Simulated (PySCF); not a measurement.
Computed shifts of a molecule C₄H₄F₂, PySCF with PBE/pcSseg-1, GIAO, gas phase, equivalent atoms averaged, in ppm (number of nuclei): ¹³C: 223.5 (1), 129.0 (1), 95.8 (1), 83.5 (1). ¹⁹F: -134.4 (2). ¹H: 6.60 (1), 5.87 (1), 5.49 (2). References: ¹³C against TMS (σ = 182.0 ppm); ¹⁹F against CFCl3 (σ = 133.6 ppm); ¹H against TMS (σ = 31.49 ppm), references at their B3LYP-D3(BJ)/def2-TZVP geometries, non-relativistic. The structure is a stationary point at TPSSh-D3(BJ)/def2-SVP. The values are those of a single conformer.

Question: Which structure fits?
(A) F[C@@H]1C=C[C@H]1F
(B) C=CC=C(F)F
(C) CC#CC(F)F
(D) C=C=CC(F)F

Answer: D, C=C=CC(F)F
